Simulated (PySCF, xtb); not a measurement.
MoO3, SMILES [O]=[Mo](=[O])=[O], multiplicity 1.

Harmonic wavenumbers (cm⁻¹) from xtb with GFN2-xTB at its own minimum, in rising order: 198, 284, 284, 839, 839, 840.

Q: What does PBE0-D3(BJ)/def2-TZVP (PySCF) give at its own minimum? (The exact figures need the calculation; the answer reports its results.)

A: 259, 346, 346, 1002, 1002, 1046. Paired by order, the mean absolute difference is 120 cm⁻¹ and the zero-point energies are 4.7 and 5.7 kcal/mol.
